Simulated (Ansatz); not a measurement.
CH5NOS2W (`C[O][W]([NH2])(=[S])=[S]`), relaxed with RKS PBE0-D4/def2-TZVP in Ansatz 0.2.0 from a GFN2-xTB geometry. The force threshold is 0.005 eV/Å; the program also tests the step.

Charge 0, multiplicity 1. W takes the def2 core potential.

Start:

```xyz
11

C    -1.682    1.445   -0.496
O    -0.626    0.602   -0.170
W     0.895   -0.216    0.364
N     1.096   -2.153    0.105
S     1.198    0.116    2.504
S     2.609    0.687   -0.651
H    -1.386    2.104   -1.325
H    -2.558    0.856   -0.800
H    -1.945    2.059    0.378
H     0.860   -2.882    0.789
H     1.538   -2.618   -0.697
```

```
step  energy (eV)  largest force (eV/Å)  largest move (Å)
   1  -28146.5677                 2.781             0.000
   2  -28146.7414                 1.474             0.178
   3  -28146.8027                 0.430             0.057
   4  -28146.8212                 0.627             0.165
   5  -28146.8421                 0.218             0.058
   6  -28146.8544                 0.312             0.138
   7  -28146.8613                 0.231             0.051
   8  -28146.8644                 0.191             0.044
   9  -28146.8657                 0.019             0.023
  10  -28146.8658                 0.005             0.005
  11  -28146.8658                 0.001             0.004
  12  -28146.8658                 0.004             0.006
```

End:

```xyz
11

C    -1.587    1.393   -0.456
O    -0.823    0.223   -0.308
W     0.854   -0.245    0.327
N     1.099   -2.145    0.129
S     0.981    0.276    2.390
S     2.333    0.785   -0.810
H    -1.067    2.103   -1.107
H    -2.546    1.125   -0.904
H    -1.758    1.857    0.520
H     0.936   -2.807    0.873
H     1.578   -2.565   -0.653
```

It took 54 s on 8 threads of an Arm Neoverse V1 on a shared host, with 0.83 GiB of host memory at the peak.
